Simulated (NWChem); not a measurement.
Species: C2H4O3Si; SMILES C[SiH]1OC(=O)O1

```xyz
10

C     -0.7412     2.2290     0.0000
Si     0.4665     0.8240     0.0000
O      0.1227    -0.4711    -1.0993
C     -0.0896    -1.2976     0.0000
O     -0.3881    -2.4529     0.0000
O      0.1227    -0.4711     1.0993
H     -0.5918     2.8660    -0.8961
H     -1.7812     1.8486     0.0000
H     -0.5918     2.8660     0.8961
H      1.9034     1.2301     0.0000
```
Atoms are numbered in this order, from 1.

Computed with NWChem. Pople sets run with spherical d functions. All runs use the structure optimised with PBE-D3(BJ)/def2-SVP. Level: PBE0/6-31G* with SMD (1 M gas to 1 M solution), gas-phase geometry. Reactions with the solvent are ignored.

For solvent ethanol:

```
Item                                         Result
-------------------------------------------  ------
solvation free energy (kcal/mol)               -6.6
cavity-dispersion-structure term (kcal/mol)     3.6
dipole in solution (D)                         7.05
```

### Question
What are these values for solvent 1,4-dioxane?

### Answer
The solvation free energy (kcal/mol) is -4.9, the cavity-dispersion-structure term (kcal/mol) comes out as -1.1 and the dipole in solution (D) is 6.17.
